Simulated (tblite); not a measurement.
C5H4N3 (doublet state).
Bonds: C1–N2, N2–C3 (aromatic), C3–C4 (aromatic), C4–N5 (aromatic), N5–C6 (aromatic), C6–C7, C7–N8 (triple), N2–C6 (aromatic). Hydrogens: H9, H10, H11 on C1; H12 on C3.
Bond orders are those of one Lewis drawing.

Computed with GFN2-xTB (tblite), gas phase: L-BFGS steps from a force-field or distance-geometry start until the largest atomic force falls under 0.01 eV/Å.

At the end of the run (lengths in Å): C6–C7 1.399, C3–C4 1.366, C4–N5 1.313, C1–N2 1.437, N2–C6 1.370, N5–C6 1.328, C7≡N8 1.148, C3–C4–N5 112.1°, N5–C6–C7 126.0°, C4–N5–C6 106.0°, N2–C6–N5 110.5°, H9–C1–N2–C3 -160°.

Task: These geometries were met on the way; a selection of coordinates is given. Order them by energy above the end point, lowest first.
A. C6–C7 1.402, C3–C4 1.367, C4–N5 1.313, C1–N2 1.430, N2–C6 1.369, N5–C6 1.329, C7≡N8 1.146, C3–C4–N5 112.4°, N5–C6–C7 126.6°, C4–N5–C6 106.0°, N2–C6–N5 110.2°, H9–C1–N2–C3 -158°
B. C6–C7 1.410, C3–C4 1.363, C4–N5 1.314, C1–N2 1.437, N2–C6 1.371, N5–C6 1.331, C7≡N8 1.147, C3–C4–N5 112.0°, N5–C6–C7 127.3°, C4–N5–C6 106.6°, N2–C6–N5 109.6°, H9–C1–N2–C3 -157°
C. C6–C7 1.412, C3–C4 1.365, C4–N5 1.313, C1–N2 1.442, N2–C6 1.375, N5–C6 1.329, C7≡N8 1.155, C3–C4–N5 111.8°, N5–C6–C7 128.1°, C4–N5–C6 107.2°, N2–C6–N5 109.1°, H9–C1–N2–C3 -157°
D. C6–C7 1.440, C3–C4 1.361, C4–N5 1.307, C1–N2 1.439, N2–C6 1.387, N5–C6 1.340, C7≡N8 1.129, C3–C4–N5 110.8°, N5–C6–C7 129.2°, C4–N5–C6 108.3°, N2–C6–N5 108.6°, H9–C1–N2–C3 -156°
E. C6–C7 1.449, C3–C4 1.407, C4–N5 1.345, C1–N2 1.466, N2–C6 1.343, N5–C6 1.352, C7≡N8 1.164, C3–C4–N5 107.6°, N5–C6–C7 127.0°, C4–N5–C6 108.0°, N2–C6–N5 110.0°, H9–C1–N2–C3 -156°

Result: A (0.006 eV), B (0.014 eV), C (0.029 eV), D (0.119 eV), E (0.255 eV).

```tsv
step	E above end (eV)	rms distance from the end, all atoms (Å)	largest force (eV/Å)	rms shift of all bonds from the end (Å)
5	0.006	0.020	0.364	0.002
4	0.014	0.023	0.500	0.004
3	0.029	0.027	0.952	0.006
1	0.119	0.035	3.911	0.016
0	0.255	0.045	3.098	0.026
```

Rows stand in the order of the answer.
